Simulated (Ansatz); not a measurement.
`ClC[CH2][InH2]`. Charge 0, multiplicity 1. In: def2 effective core potential.

```xyz
10

Cl   -0.486   -0.313   -1.937
C    -0.948   -0.844   -0.247
C     0.153   -0.502    0.718
In    1.003    1.368   -0.046
H    -1.871   -0.304   -0.038
H    -1.169   -1.906   -0.353
H    -0.253   -0.408    1.727
H     0.924   -1.275    0.725
H    -0.001    2.773    0.005
H     2.649    1.412   -0.554
```

Question: What are the harmonic wavenumbers in cm⁻¹ at PBE0-D4/def2-TZVP (Ansatz, finite differences of forces, unscaled)? (Best estimate.)

Answer: Ansatz gave: 85, 137, 227, 308, 352, 495, 519, 601, 630, 707, 895, 1015, 1072, 1124, 1250, 1298, 1451, 1486, 1802, 1815, 3076, 3092, 3131, 3160.

Question: Is this a minimum?

Answer: Yes, all 24 modes are real.

Question: Give the ideal-gas thermochemistry at 298.15 K and 1 bar (rigid rotor, harmonic oscillator; point group C1, symmetry number 1).

Answer: Zero-point energy 177.8 kJ/mol; H(298) − E = 197.6 kJ/mol; entropy 347.2 J/(mol·K), of which translation 173.6, rotation 115.3, vibration 58.3; G(298) − E = 94.0 kJ/mol. Modes under 100 cm⁻¹ are hindered rotations or soft bends, so the harmonic entropy is rough.

Question: And at 400, 500, 600, 800 and 1000 K?

Answer: 
```tsv
T (K)	H − E (kJ/mol)	S (J/mol/K)	G − E (kJ/mol)
400	208.9	379.7	57.0
500	221.7	408.3	17.6
600	236.0	434.3	-24.6
800	267.9	480.1	-116.2
1000	303.2	519.4	-216.2
```

Question: Rotational constants (cm⁻¹)?

Answer: 0.193, 0.05657, 0.04618.
